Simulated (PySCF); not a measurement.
# Dipole moment and polarisability of `C#CC(=C)C(C)(C)C`

Compound: C₈H₁₂.
Atom-mapped SMILES: `[CH:1]#[C:2][C:3](=[CH2:4])[C:5]([CH3:6])([CH3:7])[CH3:8]` (hydrogens: H9 on C1; H10, H11 on C4; H12, H13, H14 on C6; H15, H16, H17 on C7; H18, H19, H20 on C8)

Structure used (PBE0-D3(BJ)/def2-SVP), in Å, numbered top down from 1:
```
atom  x, y, z in Å
C1     2.6068   -1.5062   -0.0179
C2     1.7537   -0.6568   -0.1769
C3     0.7269    0.3286   -0.3532
C4     1.0340    1.4917   -0.9529
C5    -0.6623   -0.0436    0.1700
C6    -1.6717    1.0753   -0.0719
C7    -0.5616   -0.3158    1.6769
C8    -1.1335   -1.3135   -0.5514
H9     3.3718   -2.2480    0.1168
H10    0.2894    2.2729   -1.1112
H11    2.0504    1.6855   -1.3013
H12   -1.3808    2.0045    0.4416
H13   -2.6571    0.7754    0.3158
H14   -1.7883    1.2938   -1.1445
H15   -0.2302    0.5839    2.2177
H16    0.1549   -1.1232    1.8889
H17   -1.5434   -0.6150    2.0760
H18   -0.4305   -2.1449   -0.3943
H19   -1.2198   -1.1409   -1.6352
H20   -2.1204   -1.6227   -0.1726
```

Level: CAM-B3LYP/def2-SVPD (PySCF), static field, nuclei fixed, core orbitals frozen in the response. The polarisability tensor in these axes (au):

```
x   101.81 -11.23  -1.47
y   -11.23 105.10  -9.84
z    -1.47  -9.84  81.39
```

**Question.** What are the eigenvalues, a third of the trace, and Δα (Δα² = ½Σ(αi − αj)² over the three pairs)?

**Answer.** Principal values 76.61, 95.58 and 116.11 au; mean 96.10 au = 14.24 Å³ = 15.84 × 10⁻⁴⁰ C²·m²/J; Δα = 34.21 au (36 % of the mean).

**Question.** What is the dipole moment, and where does it point?

**Answer.** (-0.48, 0.10, 0.08) D, 0.50 D in size, pointing from the negative to the positive side. Measured along this direction, the outermost atoms are H9 at the negative end and H13 at the positive end.

**Question.** In TDDFT the mean static polarisability is Σ f/ω² over all singlet excitations (ω in hartree). How much of it do the 6 lowest give? Their energies (eV) and oscillator strengths: 5.57, 0.0000; 5.69, 0.2101; 6.22, 0.0000; 6.88, 0.0005; 7.33, 0.2382; 7.61, 0.0170.

**Answer.** They add up to 8.32 au, 8.7 % of the 96.10 au; the largest single term is 4.81 au, from the state at 5.69 eV. Terms in order: 0.00, 4.81, 0.00, 0.01, 3.29, 0.22 au. Higher excitations give the rest. The strengths listed sum to 0.466.

**Question.** Traceless (Buckingham) quadrupole moment about the centre of nuclear charge: eigenvalues?

**Answer.** -4.93, -0.74, 5.67 D·Å. The values depend on the origin, since the dipole doesn't vanish. The electronic extent ⟨r²⟩ about the same centre is 1028 bohr², a root-mean-square distance of 2.19 Å for the 60 electrons.

**Question.** What would n − 1 = 2πNα be for an ideal gas of these molecules at 298.15 K and 1 atm, electronic part alone?

**Answer.** N = p/kT = 2.4615 × 10¹⁹ cm⁻³, so n − 1 = 2π × N × 14.24 × 10⁻²⁴ cm³ = 2202 × 10⁻⁶ at long wavelengths, for an ideal gas.

**Question.** What molar refraction does this α imply?

**Answer.** Lorentz–Lorenz: R = (4π/3)N_A α = 2.5225 cm³/(mol·Å³) × 14.24 Å³ = 35.9 cm³/mol, in the limit of long wavelengths.

**Question.** Find the Langevin capture rate constant for NH4+ (18.034 u) meeting this molecule (108.094 u), k = 2.342 × 10⁻⁹ cm³/s × √(α in Å³ / reduced mass in u).

**Answer.** The reduced mass is 15.46 u, so k = 2.25 × 10⁻⁹ cm³/s. The formula leaves out the permanent dipole, which adds to the capture rate.

Isolated species at its PBE0-D3(BJ)/def2-SVP geometry, gas phase.
